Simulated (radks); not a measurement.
Results of a calculation; reference values are marked as such.
Question: The zirconium ion Zr3+, configuration [Kr] 4d1 (the NIST ground configuration). Code: a radial shooting solver on a logarithmic mesh with Libxc functionals. Model: scalar-relativistic Kohn-Sham, LDA (Slater exchange, Perdew-Wang correlation), spin-polarised, spherical densities, finite nucleus; open shells are filled with parallel spins first (spin-orbit coupling, left out, can overturn this in heavy ions); Fermi nuclear charge, rms radius 4.2694 fm. Some entries of the table are withheld. Estimate them.

orbital  occ.  eigenvalue (eV)  r(max) (bohr)  <r^2> (bohr^2)
1s down     1        -17826.56        0.02417        0.001857
1s up       1        -17826.56        0.02417        0.001857
2s up       1        -2494.786         0.1372         0.03124
2s down     1        -2494.685         0.1371         0.03124
2p up       3        -2229.575         0.1095         0.02458
2p down     3        -2229.498         0.1095         0.02458
3s up       1        -431.5004         0.4087          0.2420
3s down     1        -431.4274         0.4087          0.2420
3p up       3        -345.1118         0.4024          0.2496
3p down     3        -345.0322         0.4024          0.2495
3d up       5        -202.8442         0.3466             (1)
3d down     5        -202.7350         0.3466             (2)
4s up       1         -81.9262          1.073           1.637
4s down     1         -81.3200          1.072           1.630
4p up       3         -59.6114          1.171           2.057
4p down     3         -58.9339          1.169           2.048
4d up       1         -28.7347          1.506           3.912
4d down     0         -27.9574          1.501           3.927

Answer: 
(1) 3d up <r^2> (bohr^2): 0.2479
(2) 3d down <r^2> (bohr^2): 0.2478
